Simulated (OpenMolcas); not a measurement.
Ir6+ (d3) among equal point charges was computed by CASSCF with the d shell active (OpenMolcas, ANO-RCC-VTZP on the metal). Its lowest spin-free states, and all those of the highest spin:

```
2S+1  Degeneracy  E (cm-1)
   4           1       0.0
   4           1      6422
   4           2      7056
   4           2     12343
   4           1     12732
   2           1     18126
   2           2     18488
   2           1     18516
   2           1     19012
   2           1     23205
   2           2     23627
   4           2     23767
   4           1     26323
```

Problem. Is the site octahedral, tetrahedral or cube-like, axial, or of lower symmetry?

Solution. The states with 2S+1 = 4 have orbital degeneracies 1, 1, 2, 2, 1, 2, 1. There are pairs but no triples, so the site is axial: not cubic, but with a proper or improper axis of order three or more. The run had Ir6+ among 6 point charges of -1.5 e arranged as a tetragonal octahedron (D4h), 1.93 Å from the ion, with the axial distance 1.776 Å.

Spin-orbit coupling mixes the spin-free states strongly: the lowest level takes only 37 % from its leading state, 4B1. Without dynamic correlation the repulsion within the d shell is too large (B by tens of per cent), so at a given field states of lower spin stand too high. Point charges carry no covalency, so the field is a model and not that of real ligands. No measured value stands beside these numbers.
